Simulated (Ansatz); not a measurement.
Cu₄Se₂. Charge 0, multiplicity 1. Geometry B3LYP-D4/def2-SVP; atoms count from 1.

Cartesian coordinates in Å:
```
Cu 0.211 -0.635 1.172
Cu -1.739 0.645 0.167
Cu 0.918 0.806 -0.577
Cu -0.647 -1.006 -1.423
Se -0.169 1.799 1.350
Se 1.426 -1.608 -0.689
```

Another isomer (singlet) lies 0.02 eV lower at PBE0-D4/def2-TZVP; other spin states weren't run for this one.

Q: Estimate the Mulliken populations from the PBE0/def2-TZVP orbitals of Ansatz.

A: 
```json
{"atom": "Cu1", "charge (e)": "0.21", "d electrons": "9.85"}
{"atom": "Cu2", "charge (e)": "0.21", "d electrons": "9.85"}
{"atom": "Cu3", "charge (e)": "0.21", "d electrons": "9.85"}
{"atom": "Cu4", "charge (e)": "0.21", "d electrons": "9.85"}
{"atom": "Se5", "charge (e)": "-0.42", "d electrons": "–"}
{"atom": "Se6", "charge (e)": "-0.42", "d electrons": "–"}
```
Mulliken values and Mayer orders depend strongly on the basis.

Q: And the Mayer bond orders between bonded heavy atoms (over 0.3)?

A: Cu1–Se5 0.63 (2.47 Å); Cu1–Se6 0.66 (2.43 Å); Cu2–Se5 0.93 (2.28 Å); Cu3–Se5 0.66 (2.43 Å); Cu3–Se6 0.63 (2.47 Å); Cu4–Se6 0.93 (2.28 Å).
